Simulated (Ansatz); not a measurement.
Computed with Ansatz on PBE0-D4/def2-TZVP structures; ΔE is electronic, products minus reactants. CCSD(T)/CBS is the MP2 limit (def2-TZVPP, def2-QZVPP) plus CCSD(T) − MP2 in def2-TZVPP, frozen cores. Functionals use def2-TZVPP. Each species was taken in one conformer, which may not be the lowest.

Consider the ligand exchange at the Si–C bond: `O=CC(O)[SiH3]` + `OCS[SiH3]` → `[SiH3]OCS[SiH3]` + `O=CCO`.

(1) Is it downhill or uphill in electronic energy at CCSD(T)/CBS, and by how much? (Best estimate.)

(2) What do these levels give: r2SCAN0-D4, BHLYP-D4, B2PLYP, PBE, PBE0, r2SCAN0, CAM-B3LYP, RPA@PBE/def2-TZVPP, HF/def2-TZVPP, MP2/def2-TZVPP, SCS-MP2/def2-TZVPP, MP2/CBS(def2)? (Estimate.)

Largest T1 diagnostic among the species: 0.015.

Answers

(1) Ansatz gave: Downhill: ΔE = -22.0 kcal/mol.

(2) Ansatz gave: r2SCAN0-D4 -21.5, BHLYP-D4 -24.8, B2PLYP -22.7, PBE -17.3, PBE0 -19.4, r2SCAN0 -21.3, CAM-B3LYP -23.3, RPA@PBE/def2-TZVPP -22.5, HF/def2-TZVPP -28.0, MP2/def2-TZVPP -22.7, SCS-MP2/def2-TZVPP -23.9, MP2/CBS(def2) -22.4 kcal/mol.

From BLYP to BHLYP (50 % exact exchange), in def2-TZVPP and without D4, ΔE moves by −4.0 kcal/mol. Leaving LDA and LC-ωPBE aside and taking each functional with its dispersion term where it has one, the values, not all of them listed here, spread over 7.3 kcal/mol, from BHLYP-D4 to PBE-D4.
